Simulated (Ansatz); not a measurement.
Two members of one family (Series [SiX3]-), computed with Ansatz in the gas phase. The two geometries come from different levels. A dash marks a value that wasn't run or was left out as unsound. The structures are stationary points that may keep the symmetry of their start. Remarks come from the PBE and PBE0 runs and from stability tests at other levels; not every state was tested. A HOMO above zero means that the electron is unbound at that level and held by the basis, or that self-interaction error raises the level; the energy of removing that electron tells which.

First: [SiF3]- (singlet, charge -1, PBE-D4/def2-TZVPD geometry).

```xyz
4

Si   -0.604   -0.129   -0.154
F     0.663   -0.974   -0.901
F    -0.076   -0.329    1.444
F     0.017    1.431   -0.388
```

```
               level  HOMO (eV)  vertical IE (eV)
    PBE-D4/def2-SVPD       0.10                 –
   PBE-D4/def2-TZVPD       0.10              3.08
  BLYP-D4/def2-TZVPD       0.18                 –
r2SCAN-D4/def2-TZVPD      -0.01              2.98
  PBE0-D4/def2-TZVPD      -0.93              3.17
```

Remarks: HOMO above zero at PBE or PBE0.

Second: [SiH3]- (singlet, charge -1, PBE0-D4/def2-TZVPD geometry).

```xyz
4

Si    0.472    0.219    0.339
H     0.634   -0.969   -0.636
H    -0.289    1.093   -0.683
H    -0.817   -0.343    0.979
```

Question: What does the change do? Estimate second minus first.

Answer: 
```json
{"level": "PBE-D4/def2-SVPD", "Δ HOMO (eV)": "1.31", "Δ vertical IE (eV)": "–"}
{"level": "PBE-D4/def2-TZVPD", "Δ HOMO (eV)": "1.04", "Δ vertical IE (eV)": "-1.24"}
{"level": "BLYP-D4/def2-TZVPD", "Δ HOMO (eV)": "1.09", "Δ vertical IE (eV)": "–"}
{"level": "r2SCAN-D4/def2-TZVPD", "Δ HOMO (eV)": "1.00", "Δ vertical IE (eV)": "-1.25"}
{"level": "PBE0-D4/def2-TZVPD", "Δ HOMO (eV)": "1.16", "Δ vertical IE (eV)": "-1.35"}
```

Remarks: HOMO above zero at PBE or PBE0.
